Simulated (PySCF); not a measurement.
CHAlFNO (SMILES O=C=[N][AlH][F]), singlet, geometry from GFN2-xTB (such geometries of metal compounds can be far from the true shape). Base run: PBE/cc-pVDZ in PySCF.

Input for PySCF:
```python
from pyscf import gto, scf, dft, solvent

mol = gto.M(
    atom='''
Al   -0.14510101   -0.59537153   -1.10923424
F    -1.72944009   -0.77278309   -1.49674062
H     0.89383267   -1.12457273   -2.05201143
N     0.36054227    0.20889767    0.40064286
C     0.77511494    0.73560840    1.39253591
O     1.17286947    1.24293955    2.34787583
''',
    basis='cc-pvdz',
    verbose=4,
)

mf = dft.RKS(mol)
mf.xc = 'pbe'
mf.kernel()
```

The base run was repeated with changes; each row names its change, and settings that it needs were set with it.

```
change                                                     ΔE vs base (kcal/mol)  dipole (D)  HOMO-LUMO gap (eV)
---------------------------------------------------------  ---------------------  ----------  ------------------
base                                                                       0.000        1.20                5.23
model = C-PCM; solvent = chloroform                                        -4.12        1.49                5.54
model = IEF-PCM; solvent = chloroform; lebedev_order = 41                  -3.73        1.48                5.51
model = IEF-PCM; solvent = chloroform; lebedev_order = 11                  -3.72        1.49                5.50
model = COSMO; solvent = chloroform                                        -3.69        1.46                5.50
model = IEF-PCM; solvent = chloroform; r_probe = 0.5                       -1.42        1.35                5.36
model = IEF-PCM; solvent = chloroform; vdw_scale = 1.0                     -9.14        1.67                5.73
model = IEF-PCM; solvent = chloroform; vdw_scale = 1.4                     -1.86        1.38                5.39
model = SS(V)PE; solvent = chloroform                                      -3.72        1.48                5.51
model = IEF-PCM; solvent = chloroform                                      -3.73        1.48                5.51
model = IEF-PCM; solvent = dimethylsulfoxide                               -5.18        1.58                5.62
model = IEF-PCM; solvent = tetrahydrofuran                                 -4.28        1.52                5.55
```

The base is the gas phase, so ΔE is the electrostatic part of solvation at a fixed geometry, without cavity and dispersion terms.
